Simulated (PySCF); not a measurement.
In(OH)(NH2)2 (H5InN2O), SMILES [OH][In]([NH2])[NH2]. Geometry optimised at PBE0-D3(BJ)/def2-SVP. The structure was generated by enumeration; whether it is a known compound was not checked. The def2 effective core potentials stand for the cores of In; spin–orbit coupling is left out. Other conformers were not sampled.

Computed equilibrium geometry at PBE0-D3(BJ)/def2-SVP (PySCF confirms it by a frequency run) as bond lengths and angles (one conformer of several):
Atoms: In1 O2 H3 N4 H5 H6 N7 H8 H9. Bond lengths (Å): In1–O2 2.004, In1–N4 2.028, In1–N7 2.037, O2–H3 0.963, N4–H5 1.017, N4–H6 1.016, N7–H8 1.017, N7–H9 1.017. Angles (°): O2–In1–N4 113.9, O2–In1–N7 118.9, N4–In1–N7 126.2, In1–O2–H3 112.6, In1–N4–H5 114.0, In1–N4–H6 116.6, H5–N4–H6 108.4, In1–N7–H8 115.4, In1–N7–H9 115.2, H8–N7–H9 107.9.
